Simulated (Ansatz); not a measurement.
Frontier orbitals of ClH2NO2W (`[NH2][W](=[O])(=[O])[Cl]`).

The species carries charge 0 and has multiplicity 1. Correlated methods include outer-core shells of W, which these sets cover unevenly. W: def2 effective core potential. The structure was optimised at the PBE0-D4/def2-TZVP level. It is one conformer, not always the lowest. Basis def2-TZVPP, Ansatz.

Orbital energies of one run (eV). Highest occupied ones, from the top: -8.95, -9.12, -9.66, -9.73, -10.18, -11.26, -11.33, -11.78, -11.93, -12.19, -13.44, -15.27, -23.15, -24.75. Empty: -2.00, -1.81, -0.94, -0.31, -0.08, 0.60.

**Question.** Which functional gave them?
A. ωB97X-V
B. HSE06 (plane-wave form)
C. PBE0
D. LDA (SPW92)

**Answer.** C. HOMO energies: PBE0 -8.95, LDA (SPW92) -7.72, HSE06 -8.54, ωB97X-V -11.32 eV.
